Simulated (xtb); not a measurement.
C7H7O (SMILES COc1c[c]ccc1), doublet, at a GFN2-xTB geometry; GFN2-xTB run with xtb.

Here is a job for xtb.
```
$ xtb mol.xyz --gfn 2 --uhf 1 --opt --json

# file mol.xyz
15

C     -2.71619382    -0.23922739    -0.19628036
O     -1.71539726     0.65853627     0.21840802
C     -0.41327180     0.28001990     0.10394132
C      0.53555447     1.22374249     0.53624467
C      1.84761222     0.89309559     0.44236858
C      2.33454345    -0.28859707    -0.04028834
C      1.38981155    -1.21596845    -0.46553379
C      0.03451983    -0.93768379    -0.39531439
H     -3.66172997     0.26925835    -0.01436561
H     -2.68795508    -1.16808676     0.38276678
H     -2.63033428    -0.47227146    -1.26267211
H      0.18687774     2.16797733     0.92332803
H      3.38939188    -0.50524518    -0.09496425
H      1.71856499    -2.16835611    -0.85676246
H     -0.66709266    -1.68385402    -0.73542069
```

The log (banner, timings and long lists left out):

```
   ID    Z sym.   atoms
    1    6 C      1, 3-8
    2    8 O      2
    3    1 H      9-15

           -------------------------------------------------
          |                Calculation Setup                |
           -------------------------------------------------

           -------------------------------------------------
          |                 G F N 2 - x T B                 |
           -------------------------------------------------

          ...................................................
          :                      SETUP                      :
          :.................................................:
          :  # basis functions                  39          :
          :  # atomic orbitals                  39          :
          :  # shells                           23          :
          :  # electrons                        41          :
          :  max. iterations                   250          :
          :  Hamiltonian                  GFN2-xTB          :
          :  restarted?                      false          :
          :  GBSA solvation                  false          :
          :  PC potential                    false          :
          :  electronic temp.          300.0000000     K    :
          :  accuracy                    1.0000000          :
          :  -> integral cutoff          0.2500000E+02      :
          :  -> integral neglect         0.1000000E-07      :
          :  -> SCF convergence          0.1000000E-05 Eh   :
          :  -> wf. convergence          0.1000000E-03 e    :
          :  Broyden damping             0.4000000          :
          :  net charge                          0          :
          :  unpaired electrons                  1          :
          ...................................................

 iter      E             dE          RMSdq      gap      omega  full diag
   1    -22.8283680 -0.228284E+02  0.461E+00    2.71       0.0  T
   2    -22.8536325 -0.252645E-01  0.272E+00    2.61       1.0  T
   3    -22.8480170  0.561545E-02  0.118E+00    2.82       1.0  T
   4    -22.8571953 -0.917828E-02  0.333E-01    2.62       1.0  T
   5    -22.8579958 -0.800457E-03  0.877E-02    2.70       1.0  T
   6    -22.8580244 -0.286687E-04  0.508E-02    2.66       1.0  T
   7    -22.8580380 -0.135862E-04  0.201E-02    2.68       1.3  T
   8    -22.8580391 -0.108871E-05  0.798E-03    2.67       3.2  T
   9    -22.8580397 -0.648332E-06  0.193E-03    2.68      13.4  T
  10    -22.8580398 -0.104423E-07  0.913E-04    2.68      28.3  T
  11    -22.8580398  0.546091E-09  0.471E-04    2.68      54.9  T

   *** convergence criteria satisfied after 11 iterations ***

         :::::::::::::::::::::::::::::::::::::::::::::::::::::
         ::                     SUMMARY                     ::
         :::::::::::::::::::::::::::::::::::::::::::::::::::::
         :: total energy             -22.504432593633 Eh    ::
         :: gradient norm              0.000044828094 Eh/a0 ::
         :: HOMO-LUMO gap              2.675306212490 eV    ::
         ::.................................................::
         :: SCC energy               -22.858028256548 Eh    ::
         :: -> isotropic ES            0.015142734493 Eh    ::
         :: -> anisotropic ES          0.002661113778 Eh    ::
         :: -> anisotropic XC          0.009563339595 Eh    ::
         :: -> dispersion             -0.010902696279 Eh    ::
         :: repulsion energy           0.353595662915 Eh    ::
         :: add. restraining           0.000000000000 Eh    ::
         :: total charge              -0.000000000000 e     ::
         :::::::::::::::::::::::::::::::::::::::::::::::::::::

      -----------------------------------------------------------
     |                   =====================                   |
     |                        A N C O P T                        |
     |                   =====================                   |
     |               Approximate Normal Coordinate               |
     |                Rational Function Optimizer                |
      -----------------------------------------------------------
      -----------------------------------------------------------
     |                   =====================                   |
     |                        A N C O P T                        |
     |                   =====================                   |
     |               Approximate Normal Coordinate               |
     |                Rational Function Optimizer                |
      -----------------------------------------------------------

          ...................................................
          :                      SETUP                      :
          :.................................................:
          :   optimization level            normal          :
          :   max. optcycles                   200          :
          :   ANC micro-cycles                  20          :
          :   degrees of freedom                39          :
          :.................................................:
          :   RF solver                   davidson          :
          :   write xtbopt.log                true          :
          :   linear?                        false          :
          :   energy convergence         0.5000000E-05 Eh   :
          :   grad. convergence          0.1000000E-02 Eh/α :
          :   maxmium RF displ.          1.0000000          :
          :   Hlow (freq-cutoff)         0.1000000E-01      :
          :   Hmax (freq-cutoff)         5.0000000          :
          :   S6 in model hess.         20.0000000          :
          ...................................................

generating ANC from exact Hessian ...
Using Lindh-Hessian (1995)
 Shifting diagonal of input Hessian by    6.5919857489653696E-003
 Lowest  eigenvalues of input Hessian
    0.000000    0.000000    0.000000    0.000000    0.000000    0.000000
[...]
 * total energy  :   -22.5044326 Eh     change       -0.2743093E-08 Eh
   *** GEOMETRY OPTIMIZATION CONVERGED AFTER 1 ITERATIONS ***
         :: total energy             -22.504432596397 Eh    ::
[...]
          |                Property Printout                |
           -------------------------------------------------

    * Orbital Energies and Occupations

         #    Occupation            Energy/Eh            Energy/eV
      -------------------------------------------------------------
         1        2.0000           -0.7186487             -19.5554
       ...           ...                  ...                  ...
         9        2.0000           -0.5471625             -14.8890
        10        2.0000           -0.5382462             -14.6464
        11        2.0000           -0.5157412             -14.0340
        12        2.0000           -0.4878636             -13.2754
        13        2.0000           -0.4865816             -13.2406
        14        2.0000           -0.4814794             -13.1017
        15        2.0000           -0.4719362             -12.8420
        16        2.0000           -0.4534455             -12.3389
        17        2.0000           -0.4497637             -12.2387
        18        2.0000           -0.4325310             -11.7698
        19        2.0000           -0.4029202             -10.9640
        20        2.0000           -0.3802881             -10.3482
        21        1.0000           -0.3208092              -8.7297 (HOMO)
        22                         -0.2224925              -6.0543 (LUMO)
        23                         -0.2093079              -5.6956
        24                         -0.0843026              -2.2940
        25                          0.0368954               1.0040
        26                          0.1084528               2.9512
        27                          0.1177136               3.2031
        28                          0.1422462               3.8707
        29                          0.1709221               4.6510
        30                          0.1845582               5.0221
        31                          0.1900843               5.1725
        32                          0.1986463               5.4054
       ...                                ...                  ...
        39                          0.6706830              18.2502
      -------------------------------------------------------------
                  HL-Gap            0.0983167 Eh            2.6753 eV
             Fermi-level           -0.3110998 Eh           -8.4655 eV

     #   Z          covCN         q      C6AA      α(0)
     1   6 C        3.644     0.039    20.260     6.470
     2   8 O        1.705    -0.268    18.439     5.798
     3   6 C        2.875     0.146    24.819     8.167
     4   6 C        2.916    -0.045    29.121     8.849
     5   6 C        2.021    -0.062    32.683     9.233
     6   6 C        2.913    -0.031    28.778     8.797
     7   6 C        2.935    -0.029    28.717     8.789
     8   6 C        2.915    -0.073    29.820     8.955
     9   1 H        0.925     0.062     2.171     2.304
    10   1 H        0.924     0.040     2.449     2.447
    11   1 H        0.924     0.040     2.449     2.447
    12   1 H        0.926     0.059     2.213     2.326
    13   1 H        0.926     0.044     2.393     2.419
    14   1 H        0.926     0.040     2.448     2.447
    15   1 H        0.926     0.037     2.486     2.466

 Mol. C6AA /au·bohr⁶  :       2680.140009
 Mol. C8AA /au·bohr⁸  :      64610.534354
 Mol. α(0) /au        :         81.913368

Wiberg/Mayer (AO) data.
largest (>0.10) Wiberg bond orders for each atom

 ---------------------------------------------------------------------------
     #   Z sym  total        # sym  WBO       # sym  WBO       # sym  WBO
 ---------------------------------------------------------------------------
     1   6 C    3.947 --     2 O    0.983     9 H    0.979    10 H    0.977
                            11 H    0.977
     2   8 O    2.234 --     3 C    1.062     1 C    0.983
     3   6 C    3.931 --     8 C    1.382     4 C    1.294     2 O    1.062
                             6 C    0.102
     4   6 C    3.983 --     5 C    1.531     3 C    1.294    12 H    0.954
                             7 C    0.116
     5   6 C    3.281 --     4 C    1.531     6 C    1.469     8 C    0.101
     6   6 C    3.987 --     5 C    1.469     7 C    1.396    13 H    0.960
                             3 C    0.102
     7   6 C    3.986 --     8 C    1.440     6 C    1.396    14 H    0.962
                             4 C    0.116
     8   6 C    3.986 --     7 C    1.440     3 C    1.382    15 H    0.960
                             5 C    0.101
     9   1 H    0.995 --     1 C    0.979
    10   1 H    0.998 --     1 C    0.977
    11   1 H    0.998 --     1 C    0.977
    12   1 H    0.996 --     4 C    0.954
    13   1 H    0.998 --     6 C    0.960
    14   1 H    0.998 --     7 C    0.962
    15   1 H    0.999 --     8 C    0.960
 ---------------------------------------------------------------------------

Topologies differ in total number of bonds
Writing topology from bond orders to xtbtopo.mol

molecular dipole:
                 x           y           z       tot (Debye)
 q only:       -0.370      -0.446      -0.201
   full:       -0.543      -0.692      -0.312       2.371
molecular quadrupole (traceless):
                xx          xy          yy          xz          yz          zz
 q only:        3.216       1.100      -1.063       0.663       0.621      -2.154
  q+dip:        3.263      -0.346       0.191       0.117       1.864      -3.454
   full:        2.612       0.452      -0.614       0.364       0.739      -1.998

optimized geometry written to: xtbopt.xyz

           -------------------------------------------------
          | TOTAL ENERGY              -22.504432596397 Eh   |
          | GRADIENT NORM               0.000041241899 Eh/α |
          | HOMO-LUMO GAP               2.675333383716 eV   |
           -------------------------------------------------

normal termination of xtb
```
